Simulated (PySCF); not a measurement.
V (vanadium, neutral) across methods

[Ar] 3d3 4s2, high-spin 4F determinant. All numbers are calculated (PySCF 2.14, the spin-free X2C one-electron Hamiltonian (Gaussian nucleus), in aug-cc-pVTZ-DK). The B2PLYP total includes its PT2 part (frozen core); its orbital energies are those of the SCF part.

```json
{"method": "r2SCAN", "E (hartree)": "-949.141", "mean ε 3d α (eV)": "-6.874", "mean ε 4s α (eV)": "-5.135", "mean ε 4s β (eV)": "-4.332", "Σ⟨r²⟩ (bohr²)": "45.08", "⟨S²⟩": "3.770"}
{"method": "B2PLYP", "E (hartree)": "-948.926", "mean ε 3d α (eV)": "-10.096", "mean ε 4s α (eV)": "-5.941", "mean ε 4s β (eV)": "-5.341", "Σ⟨r²⟩ (bohr²)": "45.53", "⟨S²⟩": "3.756"}
{"method": "UHF", "E (hartree)": "-948.14232", "mean ε 3d α (eV)": "-13.740", "mean ε 4s α (eV)": "-6.790", "mean ε 4s β (eV)": "-5.911", "Σ⟨r²⟩ (bohr²)": "47.25", "⟨S²⟩": "3.763"}
{"method": "M06", "E (hartree)": "-949.141", "mean ε 3d α (eV)": "-7.664", "mean ε 4s α (eV)": "-5.327", "mean ε 4s β (eV)": "-5.135", "Σ⟨r²⟩ (bohr²)": "43.67", "⟨S²⟩": "3.751"}
{"method": "r2SCANh", "E (hartree)": "-949.135", "mean ε 3d α (eV)": "-7.580", "mean ε 4s α (eV)": "-5.362", "mean ε 4s β (eV)": "-4.568", "Σ⟨r²⟩ (bohr²)": "45.09", "⟨S²⟩": "3.768"}
{"method": "M06-L", "E (hartree)": "-949.120", "mean ε 3d α (eV)": "-6.359", "mean ε 4s α (eV)": "-4.865", "mean ε 4s β (eV)": "-4.330", "Σ⟨r²⟩ (bohr²)": "43.93", "⟨S²⟩": "3.754"}
{"method": "LDA", "E (hartree)": "-946.964", "mean ε 3d α (eV)": "-6.277", "mean ε 4s α (eV)": "-5.114", "mean ε 4s β (eV)": "-4.427", "Σ⟨r²⟩ (bohr²)": "44.35", "⟨S²⟩": "3.756"}
{"method": "PBE0", "E (hartree)": "-948.974", "mean ε 3d α (eV)": "-8.157", "mean ε 4s α (eV)": "-5.551", "mean ε 4s β (eV)": "-4.888", "Σ⟨r²⟩ (bohr²)": "44.91", "⟨S²⟩": "3.756"}
{"method": "PBE", "E (hartree)": "-948.947", "mean ε 3d α (eV)": "-6.236", "mean ε 4s α (eV)": "-4.943", "mean ε 4s β (eV)": "-4.274", "Σ⟨r²⟩ (bohr²)": "44.82", "⟨S²⟩": "3.756"}
```
